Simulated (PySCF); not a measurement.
## Field gradients at the hydrogen positions

C₉H₁₀.
Structure used (PBE0-D3(BJ)/def2-SVP), in Å, numbered top down from 1:
```
atom  x, y, z in Å
C1    -2.0113   -1.0291    1.4411
C2    -1.5878   -0.4104    0.3273
C3    -2.5700    0.0811   -0.6976
C4    -0.1464   -0.1700    0.0681
C5     0.2739    0.8897   -0.7509
C6     1.6267    1.1297   -0.9827
C7     2.5943    0.3061   -0.4125
C8     2.1940   -0.7636    0.3888
C9     0.8436   -0.9995    0.6211
H10   -3.0751   -1.2153    1.6089
H11   -1.3223   -1.3499    2.2255
H12   -2.5872    1.1826   -0.7411
H13   -2.3078   -0.2742   -1.7069
H14   -3.5883   -0.2551   -0.4606
H15   -0.4658    1.5506   -1.2063
H16    1.9252    1.9682   -1.6167
H17    3.6551    0.4897   -0.5987
H18    2.9420   -1.4289    0.8273
H19    0.5452   -1.8595    1.2242
```

Level: PBE0/pcSseg-1 (PySCF, non-relativistic); Q(2H) = 0.00286 b; rigid geometry, the same for H and D, with no vibrational averaging.

Task: Rank these positions by the coupling χzz of a deuteron there, largest first.
A. H12 (methyl hydrogen)
B. H18 (aromatic hydrogen)
C. H14 (methyl hydrogen)

Result: B (204 kHz), C (198 kHz), A (194 kHz).

Task: Give the electric field gradient Vzz (the principal value of largest size), its asymmetry and the 2H coupling at each hydrogen.

Result: 
```json
{"atom": "H10", "bonded to": "C1", "bond length (Å)": "1.093", "Vzz (au)": "0.3076", "η": "0.07", "χzz (kHz)": "207"}
{"atom": "H11", "bonded to": "C1", "bond length (Å)": "1.092", "Vzz (au)": "0.3081", "η": "0.07", "χzz (kHz)": "207"}
{"atom": "H12", "bonded to": "C3", "bond length (Å)": "1.102", "Vzz (au)": "0.2886", "η": "0.02", "χzz (kHz)": "194"}
{"atom": "H13", "bonded to": "C3", "bond length (Å)": "1.102", "Vzz (au)": "0.2885", "η": "0.02", "χzz (kHz)": "194"}
{"atom": "H14", "bonded to": "C3", "bond length (Å)": "1.098", "Vzz (au)": "0.2950", "η": "0.04", "χzz (kHz)": "198"}
{"atom": "H15", "bonded to": "C5", "bond length (Å)": "1.092", "Vzz (au)": "0.3049", "η": "0.08", "χzz (kHz)": "205"}
{"atom": "H16", "bonded to": "C6", "bond length (Å)": "1.093", "Vzz (au)": "0.3038", "η": "0.07", "χzz (kHz)": "204"}
{"atom": "H17", "bonded to": "C7", "bond length (Å)": "1.093", "Vzz (au)": "0.3047", "η": "0.07", "χzz (kHz)": "205"}
{"atom": "H18", "bonded to": "C8", "bond length (Å)": "1.093", "Vzz (au)": "0.3038", "η": "0.07", "χzz (kHz)": "204"}
{"atom": "H19", "bonded to": "C9", "bond length (Å)": "1.092", "Vzz (au)": "0.3037", "η": "0.07", "χzz (kHz)": "204"}
```

Task: A static deuteron (I = 1) shows a doublet split by (3/2)χ, (3/4)χ(1 + η) and (3/4)χ(1 − η) with the field along z, y and x of the gradient. What are these for H14?

Result: With |χ| = 198.2 kHz and η = 0.036: 297, 154 and 143 kHz, to first order and without motion.

Geometry: PBE0-D3(BJ)/def2-SVP, one conformer, isolated molecule. With so small a basis the couplings can be 20 % off.
